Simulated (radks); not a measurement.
Results of a calculation; reference values are marked as such.
Task: Excited configurations of Os2+: one electron is placed in a higher orbital outside [Xe] 4f14 5d5. The ground configuration is [Xe] 4f14 5d6. Code: a radial shooting solver on a logarithmic mesh with Libxc functionals. Model: Dirac Kohn-Sham, PBE, spin-unpolarised, spherical densities, point nucleus; open shells fill j = l - 1/2 first. Excitation = E - E(ground); binding = E(ion) - E, where the ion is the core of charge +3; n* = 3/sqrt(2 binding) in atomic units, and the quantum defect is n - n*.

| outer orbital | excitation (eV) | binding (eV) | n* | quantum defect | eigenvalue (eV) | <r> (bohr) |
|---|---|---|---|---|---|---|
| 6p1/2 | 8.476 | 19.648 | 2.496 | 3.504 | -16.145 | 3.043 |
| 6f5/2 | 22.565 | 5.560 | 4.693 | 1.307 | -4.562 | 9.195 |
| 7s1/2 | 16.234 | 11.890 | 3.209 | 3.791 | -10.173 | 5.338 |
| 7p1/2 | 18.252 | 9.872 | 3.522 | 3.478 | -8.405 | 6.133 |

Estimate the row for 6s1/2.

Result: excitation (eV) 2.048; binding (eV) 26.076; n* 2.167; quantum defect 3.833; eigenvalue (eV) -21.935; <r> (bohr) 2.580. The Delta-SCF ionisation energy is 28.124 eV (NIST Atomic Spectra Database: 25 eV, theoretical). Self-interaction in the functional shifts the binding energies and quantum defects, so they are the method's values and not measured ones. Spin polarisation and multiplet splitting are left out, so open shells lie too high by an amount that depends on their filling.

Beside tabulated values, note that spin-unpolarised runs miss the spin-polarisation part of the exchange energy of open shells.
